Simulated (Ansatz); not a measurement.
A structure relaxed at PBE0-D4/def2-TZVP, charge 0, multiplicity 1:

```tsv
atom	x (Å)	y (Å)	z (Å)
Si1	1.364	-1.249	0.199
O2	0.099	-0.272	-0.020
Mg3	-1.298	0.815	-0.262
S4	-3.099	2.174	-0.580
H5	2.525	-0.828	-0.639
H6	1.811	-1.245	1.623
H7	1.030	-2.657	-0.165
H8	-2.431	3.262	-0.156
```

Q: Give its formula and SMILES.

A: H4MgOSSi, `[SiH3][O][Mg][SH]`.

Q: Point group (tolerance 0.08 Å, 0.16 Å for H)?

A: Cs.

Q: Summarise the bond lengths by kind.

A: 1 × O–Si 1.613 Å; 3 × H–Si 1.492 Å; 1 × Mg–O 1.786 Å; 1 × Mg–S 2.279 Å; 1 × H–S 1.345 Å.

Computed with Ansatz.
